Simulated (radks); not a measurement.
The hydrogen anion H-, [He], held by a Watson sphere: a shell of charge +1 at radius R that stands for the Madelung well of a crystal (potential energy -1/R inside, -1/r outside, in hartree with lengths in bohr). Calculated with a radial shooting solver on a logarithmic mesh with Libxc functionals: scalar-relativistic Kohn-Sham, PBE, spin-polarised, spherical densities, finite nucleus; Fermi nuclear charge, rms radius of each element as measured or else 0.836 A^(1/3) + 0.57 fm.

R (bohr)  e(1s) (eV)  <r> 1s (bohr)  sum of <r^2> (bohr^2)  X-ray form factor at sin(theta)/lambda = 0.3 1/angstrom
1.47          -8.226          1.605                  6.834                                                    0.426
2.12          -6.585          1.838                  9.023                                                    0.325
2.22          -6.382          1.869                  9.349                                                    0.316
2.49          -5.882          1.948                  10.21                                                    0.297
2.83          -5.335          2.036                  11.25                                                    0.283
